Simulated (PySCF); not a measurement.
Isomers of C11H12, from PBE0-D3(BJ)/def2-SVP geometry optimisation, gas phase (PySCF 2.14.0). One conformer each, no zero-point energy, no frequencies.

Question: Which is lowest in electronic energy at this level?
A. `[CH2:1]=[C:2]1[CH2:3][CH2:4][C@H:5]1[c:6]1[cH:7][cH:8][cH:9][cH:10][cH:11]1` with C4–C5–C6–C7 -113°, C1–C2–C3–C4 156°, C2–C3–C4–C5 16°, C3–C4–C5–C6 -140°, C1–C2–C5–C4 -156°: A = 2505, B = 699.9, C = 646.9 MHz, dipole 0.52 D
B. `[CH2:1]=[CH:2][c:3]1[cH:4][cH:5][c:6]([CH:7]2[CH2:8][CH2:9]2)[cH:10][cH:11]1` with C1–C2–C3–C4 176°, C5–C6–C7–C8 -37°: A = 3945, B = 544.8, C = 497.5 MHz, dipole 0.87 D
C. `[CH3:1][C:2]1=[CH:3][c:4]2[cH:5][cH:6][cH:7][cH:8][c:9]2[CH2:10][CH2:11]1` with C2–C3–C4–C5 164°, C8–C9–C10–C11 -148°, C9–C10–C11–C2 -47°, C1–C2–C11–C10 -153°: A = 2610, B = 803.9, C = 629.0 MHz, dipole 1.09 D
D. `[CH2:1]=[C:2]([CH3:3])[C:4](=[CH2:5])[c:6]1[cH:7][cH:8][cH:9][cH:10][cH:11]1` with C1–C2–C4–C5 167°, C2–C4–C6–C7 125°: A = 2449, B = 710.3, C = 620.0 MHz, dipole 0.26 D

Answer: C. That is 1,2-dihydro-3-methylnaphthalene (`CC1=Cc2ccccc2CC1`), 31.4 kcal/mol below the next.

```json
{"SMILES": "CC1=Cc2ccccc2CC1", "mapped SMILES": "[CH3:1][C:2]1=[CH:3][c:4]2[cH:5][cH:6][cH:7][cH:8][c:9]2[CH2:10][CH2:11]1", "E (Eh)": "-425.61346", "relative (kcal/mol)": "0.0", "relative (kJ/mol)": "0.0", "dipole (D)": "1.09"}
{"SMILES": "C=C(C)C(=C)c1ccccc1", "mapped SMILES": "[CH2:1]=[C:2]([CH3:3])[C:4](=[CH2:5])[c:6]1[cH:7][cH:8][cH:9][cH:10][cH:11]1", "E (Eh)": "-425.56340", "relative (kcal/mol)": "31.4", "relative (kJ/mol)": "131.4", "dipole (D)": "0.26"}
{"SMILES": "C=C1CC[C@H]1c1ccccc1", "mapped SMILES": "[CH2:1]=[C:2]1[CH2:3][CH2:4][C@H:5]1[c:6]1[cH:7][cH:8][cH:9][cH:10][cH:11]1", "E (Eh)": "-425.55761", "relative (kcal/mol)": "35.0", "relative (kJ/mol)": "146.6", "dipole (D)": "0.52"}
{"SMILES": "C=Cc1ccc(C2CC2)cc1", "mapped SMILES": "[CH2:1]=[CH:2][c:3]1[cH:4][cH:5][c:6]([CH:7]2[CH2:8][CH2:9]2)[cH:10][cH:11]1", "E (Eh)": "-425.55758", "relative (kcal/mol)": "35.1", "relative (kJ/mol)": "146.7", "dipole (D)": "0.87"}
```

As drawn, the highest has a three-membered ring, which the lowest lacks.
